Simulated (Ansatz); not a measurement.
Start from `[CH3][Ge]([CH3])([Cl])[SeH]` and change one atom or group to get `[CH3][Ge]([CH3])([CH3])[Cl]`.

Ansatz, PBE0-D4/def2-TZVP geometries, multiplicity 1. Each molecule was computed in one conformer, which needn't be the lowest.

Scalar relativity is left out up to krypton.

| property | `[CH3][Ge]([CH3])([Cl])[SeH]` |
| --- | --- |
| HOMO–LUMO gap (PBE/def2-TZVPP) / eV | 4.70 |
| size of the dipole moment (B3LYP/def2-TZVPP) / D | 2.51 |
| HOMO energy (ωB97M-V/def2-TZVPP) / eV | -9.24 |
| HOMO energy (PBE/def2-TZVPP) / eV | -5.90 |
| size of the dipole moment (ωB97M-V/def2-TZVPP) / D | 2.51 |
| HOMO–LUMO gap (B3LYP/def2-TZVPP) / eV | 6.26 |

**Question.** Give the same properties after the change, and the shifts. (Estimate.)

**Answer.** Computed: 
```tsv
property	`[CH3][Ge]([CH3])([CH3])[Cl]`	shift
HOMO–LUMO gap (PBE/def2-TZVPP) / eV	6.75	2.05
size of the dipole moment (B3LYP/def2-TZVPP) / D	2.78	0.27
HOMO energy (ωB97M-V/def2-TZVPP) / eV	-10.34	-1.10
HOMO energy (PBE/def2-TZVPP) / eV	-6.78	-0.88
size of the dipole moment (ωB97M-V/def2-TZVPP) / D	2.79	0.28
HOMO–LUMO gap (B3LYP/def2-TZVPP) / eV	8.32	2.06
```

With PBE0 the HOMO falls by 1.04 eV and the LUMO rises by 1.11 eV, so the gap widens by about 2.15 eV. PBE moves the HOMO by -0.88 eV and ωB97M-V by -1.10 eV. Dipoles are sizes alone; their direction can turn.

B3LYP here is the variant with VWN-RPA as its local correlation; programs differ in this.

Spin–orbit coupling is left out; it splits and shifts lone-pair levels of the heavy atoms by tenths of an eV.
